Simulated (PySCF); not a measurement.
One molecule, one basis, several functionals.

Compound: C4H10Si.
SMILES: `[SiH3]CC1CC1`

Torsions of this conformer, `[SiH3:1][CH2:2][CH:3]1[CH2:4][CH2:5]1`: Si1–C2–C3–C4 82°.

PySCF, pcSseg-1 basis, density fitting, gas phase, PBE0-D3(BJ)/def2-SVP geometry. One functional is left out:

| functional | exact exchange (%) | HOMO energy (eV) | LUMO energy (eV) | dipole moment (D) |
| --- | --- | --- | --- | --- |
| B97-D | 0 | -6.43 | 0.38 | 0.783 |
| BLYP | 0 | -6.33 | 0.31 | 0.772 |
| BP86 | 0 | -6.57 | 0.19 | 0.799 |
| LDA | 0 | -6.60 | -0.04 | 0.784 |
| OPBE | 0 | -6.44 | 0.47 | 0.800 |
| PBE | 0 | -6.47 | 0.20 | 0.793 |
| B3LYP | 20 | -7.48 | 0.80 | 0.750 |
| B97-2 | 21 | -7.45 | 1.07 | 0.766 |
| PBE0 | 25 | -7.70 | 1.03 | 0.767 |
| BHandHLYP | 50 | -8.83 | 1.84 | 0.725 |

Q: Predict the row of mPW1PW91 (25 % exact exchange) by straight lines through the other rows, and check it.

A: 
```tsv
property	line	computed	computed − line	PBE0 (25 %), for comparison
HOMO energy (eV)	-7.67	-7.73	-0.06	-7.70
LUMO energy (eV)	1.05	1.07	+0.02	1.03
dipole moment (D)	0.757	0.757	0.000	0.767
```

Q: Which of these properties follows the share of exact exchange most closely, and which least?

A: Most closely the HOMO energy, least the dipole moment; the correlations over the tabulated rows are HOMO energy -0.995, LUMO energy 0.966, dipole moment -0.907. The HOMO energy moves by -0.475 eV for every 10 %. Functionals with the same share still differ in their other parts: at 0 % BLYP and LDA differ by 0.27 eV in it.
